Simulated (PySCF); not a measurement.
## Computed vibrations of [Pm(H2O)3]3+

[Pm(H2O)3]3+ (singlet in the valence; each metal's 4f electrons, 4 of them, lie in its core potential, out of spins and levels). PySCF 2.14.0, RKS PBE0, Pm lcecp-1-SVP with ECP50, O def2-SVP, H def2-SVP; non-relativistic Hamiltonian with scalar-relativistic core potentials where named; density fitting; no spin-orbit coupling. Central differences of gradients.

```xyz
10

Pm    0.0000    0.0000    0.0000
O     2.3376    0.0000    0.0000
H     2.9545    0.0000    0.7703
H     2.9545    0.0000   -0.7703
O    -1.1688    2.0244    0.0000
H    -1.4772    2.5586    0.7703
H    -1.4772    2.5586   -0.7703
O    -1.1688   -2.0244    0.0000
H    -1.4772   -2.5586    0.7703
H    -1.4772   -2.5586   -0.7703
```

Run from Python with OMP_NUM_THREADS=2. Where DIIS fails, smearing, a level shift and second-order steps follow.
It took 74 s on 2 threads of Arm Neoverse V2, on a shared host.

Q: What are the harmonic wavenumbers and infrared intensities?

A: Modes are labelled in D3h; negative numbers are unstable modes, those under 60 cm⁻¹ near the noise; a finer grid moves soft modes by up to 10 cm⁻¹.
```tsv
cm⁻¹	km/mol	symmetry
-196	–	a1''
-179	–	e''
-179	–	e''
-50	–	a2''
50	4.0	e'
50	4.0	e'
388	0.0	a1'
395	32.1	e'
395	32.1	e'
617	0.0	e''
617	0.0	e''
633	271.9	a2''
638	0.0	a2'
667	576.4	e'
667	576.4	e'
1675	205.1	e'
1675	205.1	e'
1678	0.0	a1'
3585	840.0	e'
3585	840.0	e'
3603	0.0	a1'
3621	0.0	e''
3621	0.0	e''
3623	1272.8	a2''
```

Q: Is this a minimum?

A: No: 4 unstable; the lowest moves the atoms so:
```
Pm   0.00  0.00  0.00
O    0.00  0.00  0.00
H    0.00 -0.41  0.00
H    0.00  0.41  0.00
O    0.00  0.00  0.00
H    0.35  0.20  0.00
H   -0.35 -0.20  0.00
O    0.00  0.00  0.00
H   -0.35  0.20  0.00
H    0.35 -0.20  0.00
```

An lcecp potential fixes the number of 4f electrons, so in runs with it no electron can move into or out of that shell.
